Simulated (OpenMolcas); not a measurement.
## V3+, Nb3+, Ta3+: d2 down the group

```json
{"Program": "OpenMolcas", "Method": "CASSCF", "Basis": "ANO-R2", "Scalar Hamiltonian": "X2C, finite nucleus", "Spin-orbit coupling": "state interaction with AMFI integrals over the reference wave functions, term energies averaged over their components"}
```

Active space for each ion: 2 electrons in 5 orbitals (d).

Computed levels in cm-1 above 3F2:

| Level | V3+ | Nb3+ | Ta3+ |
| --- | --- | --- | --- |
| 3F3 | 315 | 1038 | 4706 |
| 3F4 | 723 | 2281 | 9120 |
| 1D2 | 14026 | 10961 | 13576 |
| 3P0 | 16575 | 12057 | 12975 |
| 3P1 | 16684 | 12463 | 15472 |
| 3P2 | 16919 | 13485 | 20687 |
| 1G4 | 21554 | 16568 | 20842 |
| 1S0 | 52352 | 39258 | 43017 |
| weight of 3F in the lowest level (%) | 100 | 99 | 93 |

Mixed levels, with the weight of the term that names them: Ta3+ 1D2 (57 %), Ta3+ 3P2 (62 %).

Measured, with the error of the calculation in %. Measured levels: V3+ from Sugar and Corliss, J. Phys. Chem. Ref. Data 7, 1191 (1978).

```
Level            V3+
  3F3     325 (-3.3)
  3F4     735 (-1.6)
  1D2  10959 (+28.0)
  3P1  13239 (+26.0)
  3P2  13458 (+25.7)
  1G4  18391 (+17.2)
  1S0  42462 (+23.3)
```

The fine-structure level 3F4 changes by a factor of 12.6 from V3+ to Ta3+.

Without spin-orbit coupling 1D lies 13632, 9907, 9378 cm-1 above 3F in that order; the difference to the level 1D2, of either sign, comes from spin-orbit coupling, which also lowers the zero.

Without dynamic correlation excited terms often stand tens of per cent too high (terms of higher spin than the ground term too low), and those without a measured partner can miss by more than the paired ones. Computed and measured levels are paired by configuration, term and J; levels that our copy of the source lacks, or whose pairing is in doubt (as where it misses far off the trend of its configuration), stay unpaired and out of the deviations. Levels of configurations outside the active space are missing.
